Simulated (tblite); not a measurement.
Start geometry of `O=C([C@H](C)CO[SiH3])NC` from a force field or distance geometry (Å):
```
atom  x, y, z in Å
C1     2.6041    1.2233   -1.4340
N2     1.5406    0.6977   -0.6165
C3     1.2673   -0.6562   -0.5678
O4     1.8736   -1.4767   -1.2386
C5     0.1164   -1.0118    0.3870
C6    -0.0349   -2.5273    0.4874
C7    -1.1912   -0.3753   -0.1130
O8    -1.1761    1.0249    0.2035
Si9   -2.5318    1.9126   -0.1810
H10    2.8176    2.2401   -1.0948
H11    2.2471    1.2429   -2.4717
H12    3.4847    0.5966   -1.3561
H13    0.9215    1.3288   -0.0988
H14    0.3842   -0.6086    1.3640
H15    0.9040   -2.9784    0.8236
H16   -0.8097   -2.7894    1.2272
H17   -0.2964   -2.9705   -0.4706
H18   -2.0416   -0.8574    0.4027
H19   -1.3057   -0.5197   -1.1863
H20   -2.7860    1.8053   -1.6314
H21   -3.6989    1.3843    0.5733
H22   -2.2991    3.3342    0.1855
```

What comes out of this run: tblite 0.8.0, GFN2-xTB geometry optimisation, gas phase?

```
atom  x, y, z in Å
C1     2.4698    1.2723   -1.4402
N2     1.4557    0.6952   -0.5933
C3     1.3008   -0.6378   -0.4615
O4     2.0481   -1.4507   -0.9639
C5     0.1045   -1.0291    0.4159
C6     0.0207   -2.5469    0.5309
C7    -1.1985   -0.4566   -0.1549
O8    -1.2580    0.9290    0.0398
Si9   -2.4863    1.9538   -0.2408
H10    3.0225    2.0405   -0.8978
H11    2.0301    1.7150   -2.3375
H12    3.1483    0.4714   -1.7306
H13    0.7287    1.3005   -0.2402
H14    0.2561   -0.5883    1.4076
H15    0.9659   -2.9396    0.8942
H16   -0.7753   -2.8408    1.2104
H17   -0.1669   -2.9824   -0.4471
H18   -2.0508   -0.9324    0.3446
H19   -1.2697   -0.6797   -1.2265
H20   -2.8654    1.9416   -1.6557
H21   -3.6579    1.5998    0.5632
H22   -1.8328    3.1846    0.1769
```

The energy falls by 24.5 kJ/mol over 90 L-BFGS steps, the largest force on an atom goes from 1.62 to 0.009 eV/Å, and the atoms move by 0.248 Å rms after alignment. The bond that changes most is O8–Si9 (silyl ether oxygen to oxygen-bound silicon), which shortens by 0.041 Å. Bonds longer at the end by more than 0.005 Å: 3 of 21; shorter: 11. Among the angles that change most is C7–O8–Si9, from 117.4° to 129.2°. Among the dihedrals that turn most is H10–C1–N2–H13, from 20° to 62°. Rotational constants go from 1784, 838.3, 605.2 to 1814, 855.1, 608.6 MHz. The orientation of the end geometry is arbitrary; only internal coordinates are fixed.

On one thread, Arm Neoverse V1 (aarch64), shared host, this took 0.79 s of wall time.

Its GFN2-xTB frequencies are all real (lowest 16 cm⁻¹). The numbers are those of one conformer.

These are computed values.
